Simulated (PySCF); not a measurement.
## `InChI=1S/C3H5F3SSi/c1-2-3(7-2)8(4,5)6/h2-3H,1H3/t2-,3-/m0/s1`

Geometry:
```csv
atom,x (Å),y (Å),z (Å)
C1,2.087,0.011,0.204
C2,0.689,-0.541,0.197
S3,0.143,-1.455,-1.258
C4,-0.373,0.160,-0.584
Si5,-2.123,0.305,0.047
F6,-2.365,1.669,0.822
F7,-3.229,0.260,-1.082
F8,-2.509,-0.831,1.080
H9,2.801,-0.768,0.459
H10,2.163,0.806,0.945
H11,2.344,0.413,-0.774
H12,0.384,-1.007,1.129
H13,-0.017,0.979,-1.203
```

The calculation used PySCF, TDDFT B3LYP/def2-SVPD circular dichroism and optical rotation, one conformer, gas phase. Geometry: GFN2-xTB.

States above about 6.9 eV (minus the energy of the highest occupied orbital) lie near or above the ionisation threshold and depend on the basis. Singlets 4 and 5 lie within 0.01 eV of each other, so their separate moments and overlaps can depend on how they mix.

**Question.** Assign R or S to each stereocentre.

**Answer.** C2 S, C4 R.

**Question.** Which excitations and rotatory strengths does the calculation give?

**Answer.** Rotatory strengths R in 10⁻⁴⁰ esu² cm², velocity form and length form (origin at the centre of mass); f in length form.
| state | E (eV) | λ (nm) | f | R (velocity) | R (length) | main |
| --- | --- | --- | --- | --- | --- | --- |
| 1 | 4.57 | 271 | 0.002 | +12.3 | +12.1 | HOMO→LUMO 0.98 |
| 2 | 5.91 | 210 | 0.009 | +4.0 | +2.9 | HOMO→LUMO+1 0.63, HOMO→LUMO+2 0.35 |
| 3 | 6.05 | 205 | 0.021 | +3.0 | +1.5 | HOMO→LUMO+2 0.62, HOMO→LUMO+1 0.35 |
| 4 | 6.67 | 186 | 0.017 | +10.8 | +10.6 | HOMO→LUMO+4 0.96 |
| 5 | 6.67 | 186 | 0.039 | -10.5 | -11.1 | HOMO→LUMO+3 0.93 |
| 6 | 7.02 | 177 | 0.0005 | -5.0 | -5.2 | HOMO→LUMO+5 0.82, HOMO−1→LUMO 0.12 |
| 7 | 7.15 | 173 | 0.027 | -12.9 | -12.9 | HOMO−1→LUMO 0.76, HOMO→LUMO+5 0.10 |
| 8 | 7.53 | 165 | 0.015 | +12.8 | +12.1 | HOMO→LUMO+6 0.90 |
| 9 | 7.75 | 160 | 0.087 | -4.9 | -5.0 | HOMO−2→LUMO 0.63, HOMO−1→LUMO+1 0.15 |
| 10 | 7.95 | 156 | 0.007 | -0.4 | +0.6 | HOMO→LUMO+7 0.85, HOMO−1→LUMO+1 0.08 |
| 11 | 8.05 | 154 | 0.038 | -24.8 | -21.6 | HOMO−1→LUMO+1 0.53, HOMO→LUMO+7 0.11 |
| 12 | 8.11 | 153 | 0.046 | -8.1 | -7.5 | HOMO→LUMO+9 0.66, HOMO→LUMO+8 0.23 |

For state 10 the two forms differ in sign, so the sign of R isn't settled.

Among the states computed, the strongest CD band (largest |R|) is state 11. The largest dissymmetry factor in size, g = 4R/(D+G), with D and G the electric and magnetic dipole strengths, is -0.15 for state 6 (velocity form, f = 0.0003), among bands with |R| over 0.5. The mirror image has the same energies and oscillator strengths and all R with the opposite sign.
